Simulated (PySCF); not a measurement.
Atom-mapped SMILES (the numbers label the heavy atoms): `[CH3:1][Si@H:2]([SiH3:3])[O:4][SiH2:5][OH:6]` (H(Xn): hydrogen on atom n). Ha(Si5) is pro-R; Hb(Si5) is pro-S.

Geometry: PBE0-D3(BJ)/def2-SVP; GIAO shifts from PySCF, gas phase, non-relativistic, averaged over equivalent atoms.

At wB97X-D/pcSseg-1 (173 basis functions, 50 s wall time on 1 thread of an Arm Neoverse N1, shared host):
```
  atoms  δ (ppm)
     C1      2.6
    Si2      1.5
    Si5    -30.6
    Si3   -108.9
     O4     71.2
     O6     60.6
 H(Si2)     5.31
Hb(Si5)     4.79
Ha(Si5)     4.63
 H(Si3)     3.46
  H(O6)     1.84
  H(C1)     0.52
```

δ = σ(ref) − σ, references computed at the same level: TMS for $^{13}$C (184.54 ppm) and $^{29}$Si (352.93 ppm) and $^{1}$H (31.38 ppm); $^{17}$O (333.19 ppm) against H2O.

Q: Predict the values at PBE0/pcSseg-1 on the same geometry.

A: 
```
  atoms  δ at PBE0/pcSseg-1  change
     C1                 2.9    +0.3
    Si2                 2.5    +1.0
    Si5               -30.2    +0.4
    Si3              -110.7    -1.8
     O4                77.6    +6.4
     O6                65.5    +4.9
 H(Si2)                5.44   +0.13
Hb(Si5)                4.90   +0.11
Ha(Si5)                4.72   +0.09
 H(Si3)                3.48   +0.02
  H(O6)                1.86   +0.02
  H(C1)                0.55   +0.03
```

References, each an isolated molecule treated in the same way: $^{13}$C (σ = 184.41 ppm) and $^{29}$Si (σ = 351.99 ppm) and $^{1}$H (σ = 31.27 ppm) vs TMS; $^{17}$O (σ = 334.56 ppm) against H2O.

The largest change is at O4 (oxygen bonded to 2 Si). Cost: 173 basis functions, 41 s wall time on 1 thread of an Arm Neoverse N1, shared host.

Experimental scales use liquid or dissolved standards, which lie at an offset from isolated H2O (liquid H2O: subtract about 36 ppm).
